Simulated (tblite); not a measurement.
Compound: C9H8O.
Atom-mapped SMILES: `[CH3:1][O:2][C:3]1=[CH:4][CH:5]=[C:6]2[CH:7]=[CH:8][CH:9]=[C:10]12` (hydrogens: H11, H12, H13 on C1; H14 on C4; H15 on C5; H16 on C7; H17 on C8; H18 on C9)

Cartesian coordinates in Å at the GFN2-xTB level; atoms count from 1:
```xyz
18
C9H8O angstrom
C      3.068   -0.760   -0.046
O      1.718   -1.111    0.164
C      0.807   -0.154   -0.027
C      0.938    1.152   -0.405
C     -0.373    1.761   -0.464
C     -1.307    0.831   -0.124
C     -2.722    0.590    0.065
C     -2.860   -0.704    0.440
C     -1.550   -1.341    0.506
C     -0.628   -0.407    0.166
H      3.652   -1.656    0.156
H      3.232   -0.436   -1.078
H      3.374    0.042    0.632
H      1.847    1.678   -0.629
H     -0.536    2.790   -0.739
H     -3.504    1.314   -0.071
H     -3.778   -1.216    0.662
H     -1.389   -2.368    0.780
```

Calculated harmonic vibrations of the isolated species, GFN2-xTB (tblite), most abundant isotopes, no scaling. The method is semi-empirical: single wavenumbers can be off by several per cent or more. One conformer, not necessarily the lowest.

Harmonic wavenumbers (cm⁻¹): 97.2, 133.2, 183.4, 187.4, 238.7, 337.6, 354.1, 496.6, 512.3, 572.3, 600.6, 665.2, 690.7, 751.7, 757.5, 784.5, 827.0, 835.9, 866.3, 866.7, 968.0, 988.7, 1024.9, 1068.1, 1095.0, 1118.3, 1133.9, 1153.8, 1208.1, 1228.1, 1276.6, 1283.4, 1359.3, 1395.9, 1435.4, 1459.5, 1474.2, 1534.1, 1605.0, 1634.8, 2942.6, 2956.9, 3030.4, 3113.5, 3124.1, 3133.6, 3143.5, 3147.5.

A = 3302, B = 1028, C = 787.6 MHz; mass 132.058 u (most abundant isotopes); point group Cs, symmetry number 1.

Question: Zero-point energy?

Answer: ½Σν̃ = 30398 cm⁻¹ = 86.91 kcal/mol.

Question: What is S at 500 K and 1 bar for an ideal gas of classical rigid rotors and harmonic oscillators?

Answer: Translation 43.14, rotation 30.72, vibration 39.25: S = 113.1 cal/(mol K).

Question: And Cp and H(500 K) − H(0)?

Answer: Cp = 54.73 cal/(mol K), of which vibrations give 46.79 (their classical limit is 48 R = 95.4); H(500 K) − H(0) = 15.13 kcal/mol without the zero-point energy, 11.15 from vibrations.

Question: Which modes carry the vibrational entropy at 500 K?

Answer: 97.2 cm⁻¹: 4.53; 133.2 cm⁻¹: 3.90; 183.4 cm⁻¹: 3.28; 187.4 cm⁻¹: 3.24; 238.7 cm⁻¹: 2.77; 337.6 cm⁻¹: 2.12 cal/(mol K); the other 42 give 19.41 together.

Question: What must be added to the electronic energy to get the Gibbs energy at 500 K and 1 bar?

Answer: ZPE + [H(500 K) − H(0)] − T·S = 86.91 + 15.13 − 56.55 = 45.49 kcal/mol.

Question: Blend soft modes into free rotors: weight 1/[1 + (100 cm⁻¹/ν̃)⁴] for the oscillator and the rest for a rotor with moment μB/(μ + B), μ = h/(8π²ν), B = 10⁻⁴⁴ kg m². What vibrational entropy results?

Answer: 38.37 cal/(mol K) in place of 39.25, which changes −T·S at 500 K by +0.44 kcal/mol.

Hindered rotation and anharmonicity are outside this model. Other conformers, if any are populated, would add a mixing term that is left out.
